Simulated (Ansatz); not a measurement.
Compare A (`[SiH3]O[SiH]([SiH3])Cl`) with its isomer B (`O[Si]([SiH3])([SiH3])Cl`).

Gas-phase electronic energies from Ansatz, PBE0-D4/def2-TZVP geometries. CCSD(T)/CBS is the MP2 limit (def2-TZVPP, def2-QZVPP) plus CCSD(T) − MP2 in def2-TZVPP, frozen cores. Functionals use def2-TZVPP. One conformer a species, not always the lowest.

A:

```xyz
12

Si    2.217    0.299    0.485
O     0.875   -0.647    0.566
Si   -0.488   -1.086   -0.206
Si   -2.104    0.604   -0.118
Cl   -0.067   -1.427   -2.199
H     2.879    0.247    1.810
H     1.829    1.698    0.170
H     3.134   -0.209   -0.564
H    -0.931   -2.380    0.363
H    -3.324    0.163   -0.843
H    -2.456    0.906    1.296
H    -1.562    1.831   -0.759
```

B:

Z-matrix (Å, degrees):
```
Si
Si 1 2.347
Si 1 2.339 2 115.6
O 1 1.646 2 112.2 3 122.4
Cl 1 2.079 2 104.9 3 -118.4
H 2 1.486 1 109.8 3 62.2
H 2 1.488 1 110.5 3 -58.3
H 2 1.489 1 109.3 3 -178.0
H 3 1.486 1 110.1 2 -175.5
H 3 1.487 1 108.3 2 -55.7
H 3 1.487 1 110.2 2 63.4
H 4 0.960 1 118.0 2 54.5
```

**Question.** Which isomer does CCSD(T)/CBS put lower? Give the gap. (Estimate.)

**Answer.** The calculation gave: A, by 25.0 kcal/mol.

**Question.** Give E(B) − E(A) in kcal/mol with PBE0-D4, HF/def2-TZVPP, LDA (SPW92), CCSD(T)/def2-TZVPP, CCSD(T)/def2-SVP, BLYP-D4, PBE-D4. (Estimate.)

**Answer.** The calculation gave: PBE0-D4 20.5, HF/def2-TZVPP 32.1, LDA (SPW92) 18.4, CCSD(T)/def2-TZVPP 25.2, CCSD(T)/def2-SVP 24.2, BLYP-D4 23.0, PBE-D4 18.0. None reverses the order clearly.

**Question.** Does the order hold for the free energy at 298.15 K (harmonic terms from PBE0-D4)? (Best estimate.)

**Answer.** Ansatz gave: Yes: G(B) − G(A) = +26.2 kcal/mol, for one conformer each. Modes under 60 cm⁻¹, often nearly free rotors, make the harmonic entropy too high.

Largest T1 diagnostic: 0.013.

Leaving LDA and LC-ωPBE aside and taking each functional with its dispersion term where it has one, the values, not all of them listed here, spread over 9.6 kcal/mol, from PBE-D4 to BHLYP-D4. In def2-TZVPP, CCSD(T) changes the Hartree–Fock value by −6.9 kcal/mol (the triples alone add −1.1 kcal/mol) and MP2 by −5.5 kcal/mol.
